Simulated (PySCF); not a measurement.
GaH2, SMILES [GaH2-] (connectivity only; charge and spin as stated), charge -1, multiplicity 1.

The structure is a stationary point at PBE0-D3(BJ)/def2-TZVPD.

All values below come from IEF-PCM-B3LYP/def2-TZVPD (PySCF).

The values are the electrostatic part of the solvation free energy, E(continuum) − E(gas) at the gas-phase geometry, in a cavity of scaled van der Waals radii (PySCF's table); cavitation and dispersion terms are not included. A continuum can't describe solvent molecules that bind to the metal. In vacuum the orbital gap is 2.88 eV.

| solvent | ε | ΔG(elec) (kcal/mol) | gap (eV) |
|---|---|---|---|
| water | 78.36 | [?] | [?] |
| n-hexane | 1.88 | -27.4 | 3.04 |
| chloroform | 4.71 | -47.0 | 3.21 |

What belongs in the gaps? (An estimate is asked for; the answer gives what the named calculation found.)


- water, ΔG(elec) (kcal/mol): -59.7
- water, gap (eV): 3.35
